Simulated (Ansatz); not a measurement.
Be₃S₃. Charge 0, multiplicity 1. Geometry r2SCAN-D4/def2-SVP; atoms count from 1.

Cartesian coordinates in Å:
```
Be 0.947 -1.034 -0.221
Be 0.117 1.231 -0.698
Be -1.064 -0.197 0.919
S 1.634 0.302 -1.411
S -0.180 -1.890 1.072
S -1.455 1.588 0.339
```

The structure comes from a short search, and lower isomers may exist.

(1) Estimate the Mulliken populations from the PBE0/def2-TZVP orbitals of Ansatz.

(2) And the Mayer bond orders between heavy atoms (over 0.3)?

Results:

(1) 
```tsv
atom	charge (e)
Be1	0.15
Be2	0.15
Be3	0.15
S4	-0.15
S5	-0.15
S6	-0.15
```
Mulliken values depend strongly on the basis.

(2) Be1–S4 1.23 (1.92 Å); Be1–S5 1.23 (1.92 Å); Be2–S4 1.23 (1.92 Å); Be2–S6 1.23 (1.92 Å); Be3–S5 1.23 (1.92 Å); Be3–S6 1.23 (1.92 Å).
